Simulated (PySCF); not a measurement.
**How methods differ on the excitation energy of P**

P [Ne] 3s2 3p3 (4S) → P [Ne] 3s2 3p2 4s1 (4P), as a difference of total energies. Computed with PySCF 2.14 in aug-cc-pCVTZ-DK, with scalar relativity by spin-free X2C-1e. Correlated levels: valence: [Ne] frozen; valence and next inner shell: 1s2 frozen; nothing frozen. The calculations carry no spin-orbit coupling.

```
                                method  excitation energy (eV)
                                   UHF                   6.920
                                   LDA                   7.013
                                   PBE                   7.011
                                  PBE0                   7.125
                                r2SCAN                   7.346
                                revPBE                   7.032
                               wB97X-V                   7.184
                                 wB97X                   7.373
                               LC-wPBE                   7.388
                         MP2 (valence)                   7.221
                     SCS-MP2 (valence)                   7.131
    MP2 (valence and next inner shell)                   7.216
SCS-MP2 (valence and next inner shell)                   7.130
                   MP2 (all electrons)                   7.218
               SCS-MP2 (all electrons)                   7.131
```

Question: How much does correlation contribute at MP2 (all electrons)?

Answer: 7.218 − (6.920) = 0.298 eV, measured against UHF.

Errors of the correlated levels include the incompleteness of this basis and the frozen core.

The promoted electron is Rydberg-like, and one or two diffuse shells describe it only roughly, which tends to raise the upper state.

For comparison: 6.967 eV (measured; NIST levels, between the centres of gravity of the two terms).
